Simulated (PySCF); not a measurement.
**EPR parameters of C7H8Cl**

C7H8Cl (doublet state).
Z-matrix (Å and degrees, GFN2-xTB geometry), rows numbered from 1:
```
C 
C   1  1.4992
C   2  1.4040  1  120.26
C   3  1.4048  2  120.87  1   179.96
C   4  1.3530  3  121.70  2    -0.01
C   5  1.4907  4  122.07  3     0.02
C   2  1.3660  1  120.99  3   179.95
Cl  7  1.7276  2  120.45  1     0.03
H   1  1.0891  2  110.36  3  -120.39
H   1  1.0863  2  110.73  3     0.16
H   1  1.0890  2  110.35  3   120.74
H   3  1.0778  2  119.23  1    -0.05
H   4  1.0804  3  118.50  2   179.99
H   5  1.0792  4  121.34  3   179.99
H   6  1.1019  5  109.93  4   122.55
H   6  1.1019  5  109.93  4  -122.59
```

The species is `CC1=CC=CC[C]1Cl` [radical].

Method: UKS B3LYP, pcH-1 on C Cl H, non-relativistic, mean-field spin-orbit, GIAO in PySCF 2.14.0. Isolated species at its GFN2-xTB geometry, gas phase. A GFN2-xTB geometry isn't a minimum of the functional, and hyperfine couplings can be far from their values at a DFT geometry. Stability of the SCF solution: not tested. ⟨S²⟩ is 0.786 where a pure state has 0.75.

```
g1, g2, g3      : 2.00190, 2.00434, 2.00516
g_iso           : 2.00380
Form of g       : rhombic: the two nearest values differ by 25 % of g3 − g1
⟨S²⟩            : 0.7856 (exact 0.7500)
Total energy    : -731.73636 Eh
Basis functions : 290
```

Isotropic coupling and dipolar principal values T1 to T3, in MHz:

```json
{"atom": "C1", "isotope": "13C", "a_iso": "4.8", "of which spin–orbit": "0.0", "T1": "-0.9", "T2": "0.0", "T3": "0.9", "Mulliken spin population": "0.01"}
{"atom": "C2", "isotope": "13C", "a_iso": "-37.8", "of which spin–orbit": "0.0", "T1": "-24.7", "T2": "11.0", "T3": "13.7", "Mulliken spin population": "-0.21"}
{"atom": "C3", "isotope": "13C", "a_iso": "47.0", "of which spin–orbit": "-0.1", "T1": "-42.9", "T2": "-40.4", "T3": "83.3", "Mulliken spin population": "0.55"}
{"atom": "C4", "isotope": "13C", "a_iso": "-35.6", "of which spin–orbit": "0.0", "T1": "-22.9", "T2": "9.8", "T3": "13.0", "Mulliken spin population": "-0.20"}
{"atom": "C5", "isotope": "13C", "a_iso": "35.9", "of which spin–orbit": "0.0", "T1": "-32.7", "T2": "-30.6", "T3": "63.3", "Mulliken spin population": "0.41"}
{"atom": "C6", "isotope": "13C", "a_iso": "-33.9", "of which spin–orbit": "0.0", "T1": "-1.1", "T2": "-0.1", "T3": "1.3", "Mulliken spin population": "-0.08"}
{"atom": "C7", "isotope": "13C", "a_iso": "47.7", "of which spin–orbit": "0.2", "T1": "-37.8", "T2": "-35.9", "T3": "73.6", "Mulliken spin population": "0.41"}
{"atom": "Cl8", "isotope": "35Cl", "a_iso": "1.6", "of which spin–orbit": "-0.1", "T1": "-12.0", "T2": "-6.4", "T3": "18.3", "Mulliken spin population": "0.03"}
{"atom": "H9", "isotope": "1H", "a_iso": "-15.2", "of which spin–orbit": "0.0", "T1": "-1.6", "T2": "-0.7", "T3": "2.3", "Mulliken spin population": "-0.01"}
{"atom": "H10", "isotope": "1H", "a_iso": "-1.7", "of which spin–orbit": "0.0", "T1": "-1.6", "T2": "-1.4", "T3": "3.1", "Mulliken spin population": "0.00"}
{"atom": "H11", "isotope": "1H", "a_iso": "-15.1", "of which spin–orbit": "0.0", "T1": "-1.6", "T2": "-0.7", "T3": "2.3", "Mulliken spin population": "-0.01"}
{"atom": "H12", "isotope": "1H", "a_iso": "-35.4", "of which spin–orbit": "0.0", "T1": "-21.0", "T2": "0.2", "T3": "20.8", "Mulliken spin population": "-0.02"}
{"atom": "H13", "isotope": "1H", "a_iso": "9.5", "of which spin–orbit": "0.0", "T1": "-3.8", "T2": "-1.0", "T3": "4.9", "Mulliken spin population": "0.01"}
{"atom": "H14", "isotope": "1H", "a_iso": "-26.9", "of which spin–orbit": "0.0", "T1": "-15.4", "T2": "-1.2", "T3": "16.5", "Mulliken spin population": "-0.02"}
{"atom": "H15", "isotope": "1H", "a_iso": "149.0", "of which spin–orbit": "0.0", "T1": "-3.8", "T2": "-0.3", "T3": "4.1", "Mulliken spin population": "0.06"}
{"atom": "H16", "isotope": "1H", "a_iso": "148.9", "of which spin–orbit": "0.0", "T1": "-3.8", "T2": "-0.3", "T3": "4.1", "Mulliken spin population": "0.06"}
```

The largest Mulliken spin populations are on C3 (+0.55), C5 (+0.41), C7 (+0.41) and C2 (-0.21). Three atoms exceed +0.15. The positive populations add up to 1.55 and the negative ones to -0.55, together 2S = 1. The angles at C3 add up to 360.0°, so it is planar.

C7, the radical centre as drawn in `CC1=CC=CC[C]1Cl`, holds a spin population of +0.41 out of 1.

Axes: g2 points within 1° of the C5–C6 bond.

Under fast tumbling the dipolar parts average out, and these isotropic splittings remain: 2 × 1H (H15/H16, I = 1/2, 3 lines) with 5.31 mT, 1 × 1H (H12, I = 1/2, 2 lines) with 1.26 mT, 1 × 1H (H14, I = 1/2, 2 lines) with 0.96 mT, 3 × 1H (H9/H10/H11, I = 1/2, 4 lines) with 0.38 mT, 1 × 1H (H13, I = 1/2, 2 lines) with 0.34 mT and 1 × 35Cl (Cl8, I = 3/2, 4 lines) with 0.06 mT.

Nuclei that the bonding pattern makes equivalent are averaged, as if the motion that swaps them (rotation, inversion, ring flip) were fast. The three 1H nuclei of mean -10.6 MHz run from -15.2 to -1.7 MHz in the frozen geometry.

Main isotope only: 35Cl (natural samples also hold 24 % 37Cl, magnetic too, which adds its own pattern).

The 13C coupling of C7 (47.7 MHz) shows only in satellite lines or after enrichment, since that isotope makes up about 1.07 % of natural carbon.

The spin density at the nucleus, in bohr⁻³, is negative for C2 (-0.0337), C4 (-0.0317) and C6 (-0.0301), for instance. A restricted open-shell determinant has no negative spin density anywhere; here it arises because α and β orbitals differ (spin polarisation).
